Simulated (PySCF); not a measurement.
BClH2Se, SMILES ClB[SeH]. Coordinates come from a B3LYP-D3(BJ)/def2-TZVP optimisation. Other conformers were not sampled.

Computed equilibrium geometry at B3LYP-D3(BJ)/def2-TZVP (PySCF confirms it by a frequency run) as Cartesian coordinates in Å, and its point group (one conformer of several):
point group Cs.
```xyz
5

B     -0.7504    -0.6132     0.0000
Cl     0.1711    -2.1000     0.0000
H     -1.9333    -0.6649     0.0000
Se     0.0392     1.1392     0.0000
H      1.4438     0.6962     0.0000
```
